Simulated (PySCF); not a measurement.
# Computed properties of SiClI, SMILES Cl[Si]I

SiClI, SMILES Cl[Si]I (connectivity only; charge and spin as stated), neutral, multiplicity 1. The structure is a stationary point at B3LYP-D3(BJ)/def2-TZVP. The def2 effective core potentials stand for the cores of I; spin–orbit coupling is left out. One conformer was computed; it need not be the lowest. All values are computed for the isolated molecule unless a solvent is named; none is compared with measurement here.

**Structure.** The optimised structure has Cs symmetry. All 3 harmonic modes at B3LYP-D3(BJ)/def2-TZVP (PySCF) are real, so it is a minimum. With heavy atoms numbered as in [Si:1]([Cl:2])[I:3], the shortest bond between them is Si1–Cl2 at 2.091 Å and the longest Si1–I3 at 2.506 Å.

**Vibrations.** The strongest infrared lines (harmonic, unscaled, degenerate partners summed) lie at 496 cm⁻¹ (139 km/mol, Si 57 %, Cl 43 %), 335 cm⁻¹ (85 km/mol, Si 84 %, I 15 %). The softest mode is at 136 cm⁻¹ and the zero-point energy is 1.4 kcal/mol.

**Electronic structure.** B3LYP/def2-TZVPD (PySCF) places the frontier levels at -7.23 and -3.32 eV, a gap of 3.91 eV, and gives a dipole moment of 0.98 D and a mean polarisability of 84.6 bohr³.

**Excitations.** TDA-CAM-B3LYP/def2-SVPD (PySCF) has S1 at 3.29 eV (376 nm, f = 0.015, weak); the most intense of the 10 singlets computed lies at 6.58 eV (f = 0.23). T1 (TDA) is at 2.04 eV, 1.25 eV under S1. No vertical singlet excitation falls in the visible range (under 3.1 eV).
